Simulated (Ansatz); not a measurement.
Reaction (atomization): `[Br][Sn][Br]` → 2 Br• + Sn•

Gas-phase electronic energies from Ansatz, PBE0-D4/def2-TZVP geometries. CCSD(T)/CBS is the MP2 limit (def2-TZVPP, def2-QZVPP) plus CCSD(T) − MP2 in def2-TZVPP, frozen cores. DFT in def2-TZVPP. B3LYP here is the variant with VWN-RPA as its local correlation; programs differ in this. HSE06 is defined as in plane-wave codes. No spin–orbit coupling; open shells (•) take unrestricted orbitals. Spin–orbit coupling would lower the free atoms: clearly for Br; strongly for Sn. Elements past krypton have def2 core potentials. Bonds to Br, Sn are less sure, by a few kJ/mol each and by 10 to 20 or more in all where they break to atoms, as the def2 sets lack core-valence functions. Scalar relativity is left out up to krypton.

(1) What is ΔE at CCSD(T)/CBS? (Best estimate.)

(2) What do these levels give: r2SCAN-D4, BHLYP-D4, PBE0, B3LYP, r2SCANh, r2SCAN0, HSE06, LC-ωPBE, MP2/def2-SVP, CCSD(T)/def2-SVP, HF/def2-TZVPP, CCSD(T)/def2-TZVPP? (Estimate.)

Largest T1 diagnostic among the species: 0.011.

Answers

(1) The calculation gave: +724.5 kJ/mol.

(2) Ansatz gave: r2SCAN-D4 716.5, BHLYP-D4 668.2, PBE0 694.7, B3LYP 676.5, r2SCANh 702.6, r2SCAN0 686.3, HSE06 695.7, LC-ωPBE 653.2, MP2/def2-SVP 640.1, CCSD(T)/def2-SVP 611.6, HF/def2-TZVPP 462.9, CCSD(T)/def2-TZVPP 667.0 kJ/mol.

At CCSD(T), def2-SVP lies −112.9 kJ/mol from the extrapolated value and def2-TZVPP −57.4 kJ/mol: correlation converges slowly with the basis, and small sets miss more of it in the bonded molecule than in its fragments. In def2-TZVPP, CCSD(T) changes the Hartree–Fock value by +204.1 kJ/mol (the triples alone add +24.9 kJ/mol) and MP2 by +235.3 kJ/mol; breaking electron pairs costs correlation energy, which Hartree–Fock lacks.

For atomizations the MP2-based limit and the directly extrapolated one differ by several kJ/mol either way, and by 10 to 25 for some Ge, Se and Sn compounds, so smaller differences from it don't rank the levels.
